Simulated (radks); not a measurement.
All-electron atom: Os II in [Xe] 4f13 5d6 6s2 (not the ground configuration).

Calculated with a radial shooting solver on a logarithmic mesh with Libxc functionals: scalar-relativistic Kohn-Sham, PBE, spin-polarised, spherical densities, point nucleus; open shells are filled with parallel spins first (spin-orbit coupling, left out, can overturn this in heavy ions).

Energy parts (eV):
part                       energy
total                  -469441.88
kinetic                 520467.20
electron-nucleus      -1162084.40
Hartree                 181352.16
exchange-correlation     -9176.84

Orbitals (lengths in bohr, moments of r in powers of bohr):
orbital,occ.,eigenvalue (eV),<1/r>
1s down,1,-73902.85,90.51
1s up,1,-73902.85,90.51
2s up,1,-12890.02,21.18
2s down,1,-12889.73,21.18
2p up,3,-11225.34,19.05
2p down,3,-11225.11,19.05
3s up,1,-3019.317,7.848
3s down,1,-3018.546,7.849
3p up,3,-2530.651,7.210
3p down,3,-2529.859,7.212
3d up,5,-1985.073,6.802
3d down,5,-1984.362,6.803
4s up,1,-655.6354,3.354
4s down,1,-654.1805,3.353
4p up,3,-494.9316,3.043
4p down,3,-493.5370,3.041
4d up,5,-295.6359,2.721
4d down,5,-294.2337,2.720
5s up,1,-107.8609,1.356
5s down,1,-105.4658,1.363
4f up,7,-74.0698,2.277
4f down,6,-72.5223,2.280
5p up,3,-66.0325,1.154
5p down,3,-63.2781,1.160
5d up,5,-18.7453,0.8076
5d down,1,-15.9519,0.7940
6s up,1,-15.0319,0.4859
6s down,1,-13.5878,0.4633

The highest occupied level is 6s down at -13.588 eV. Spin moment in Bohr magnetons: 5. Summed over all electrons, <r^2> = 55.75 bohr^2, which gives a Langevin (diamagnetic) susceptibility term of -44.2 x 10^-6 cm^3/mol.
